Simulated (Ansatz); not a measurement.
Problem. Predict a relaxed structure of the cluster Ge₃S₆ (the lowest singlet isomer of a short search), charge 0, singlet, at r2SCAN-D4/def2-SVP (Ansatz).

Solution. 
```xyz
9

Ge    1.723   -0.748   -1.121
Ge   -2.026   -0.578   -0.592
Ge    0.303    1.327    1.713
S    -1.765    0.783    1.135
S     0.581    2.545    3.305
S    -3.899   -1.113   -1.141
S     3.317   -1.436   -2.163
S     2.074    0.597    0.603
S    -0.308   -1.376   -1.740
```
Point group D3h (tolerance 0.1 Å). This is one stationary point.

Another isomer (singlet) lies 0.11 eV lower at PBE0-D4/def2-TZVP; other spin states weren't run for this one.
